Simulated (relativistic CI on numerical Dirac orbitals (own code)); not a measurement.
**Ho¹⁵⁺: q coefficients and field-shift factors**

These numbers are calculated, not measured: Dirac-Coulomb-Breit CI, KLI orbitals optimised for each configuration, derivatives by finite differences, unscaled Slater integrals, QED left out (own radial code, finite nucleus).

Configurations in the expansion (outside the closed core [Kr] 4d10): 4f4 5s2, 4f6, 4f5 5s, 4f3 5s2 6s, 4f2 5s2 6s2. The list is cut by size and lacks configurations that can hold low levels.

With x = (α/α₀)² − 1 an excitation energy changes as ω = ω₀ + qx; K = 2q/ω₀ is the relative enhancement. Terms are leading LS components, so labels can repeat. The field-shift factor is F = δν/δ⟨r²⟩ for the transition from the lowest level.

Lowest level 4f6 7F_0.

```
       Level  ω₀ (cm⁻¹)  q (cm⁻¹)        K  F (GHz/fm²)
    4f6 7F_1      969.9      1795      3.7       0.0504
    4f6 7F_2     2549.5      4128     3.24        0.124
    4f6 7F_3     4462.0      6413     2.87        0.204
    4f6 7F_4     6536.0      8437     2.58        0.284
    4f6 7F_5     8662.6     10110     2.34        0.362
    4f6 7F_6    10759.4     11350     2.11        0.435
4f5 5s 7H°_2    19003.7   -187900    -19.8          214
4f5 5s 7H°_3    20877.0   -185800    -17.8          214
4f5 5s 7H°_4    23228.6   -183200    -15.8          214
4f5 5s 7H°_5    25921.2   -180400    -13.9          214
    4f6 5D_0    28725.5     -6101   -0.425         0.67
4f5 5s 7H°_6    28828.7   -177800    -12.3          214
4f5 5s 7H°_7    31853.3   -175400      -11          214
4f5 5s 7F°_0    32752.3   -183900    -11.2          214
    4f6 5D_1    32784.1    -326.9  -0.0199        0.848
4f5 5s 7F°_1    33037.1   -183900    -11.1          214
4f5 5s 7F°_2    33719.5   -183700    -10.9          214
4f5 5s 7H°_8    34913.0   -173400    -9.93          215
4f5 5s 7F°_3    35012.0   -182800    -10.4          214
4f5 5s 7F°_4    37142.1   -180400    -9.72          214
    4f6 5D_2    38117.6      4897    0.257         1.07
4f5 5s 7F°_5    39929.4   -177500    -8.89          214
    4f6 5L_6    42299.1     765.4   0.0362        0.412
```

At this charge transitions that keep the count of f electrons are usually good to a few per cent. Terms inside the open d or f shell come out 10 to 20 % too wide with unscaled integrals. Levels and lines within the n = 5 or 6 shells can be off by up to 10 % or somewhat more, and those that change n by about 2 %, since core polarisation is missing. Levels that differ in their count of f electrons can be misplaced by several ten thousand cm⁻¹, since the correlation energy of f electrons is missing or only estimated; rates across such gaps can be off by orders of magnitude.
